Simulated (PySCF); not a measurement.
## How methods differ on the ionisation energy of Kr

Kr [Kr] (1S) → Kr⁺ [Ar] 3d10 4s2 4p5 (2P), as a difference of total energies. Calculation: PySCF 2.14, in pcseg-2 (6s5p3d1f, 43 functions); no relativity, point nucleus. Correlated levels: valence: [Ar] 3d10 frozen. The calculations carry no spin-orbit coupling.

```
           method  ionisation energy (eV)  difference from reference (eV)
              UHF                  13.092                          -1.130
             BP86                  14.193                          -0.029
            M06-L                  13.785                          -0.437
    MP2 (valence)                  14.020                          -0.202
SCS-MP2 (valence)                  13.934                          -0.288
   CCSD (valence)                  13.896                          -0.326
CCSD(T) (valence)                  13.932                          -0.290
```

Reference: 14.222 eV (measured; NIST levels, between the centres of gravity of the two terms).

These non-relativistic numbers lack the scalar-relativistic shift.

Errors of the correlated levels include the incompleteness of this basis and the frozen core.
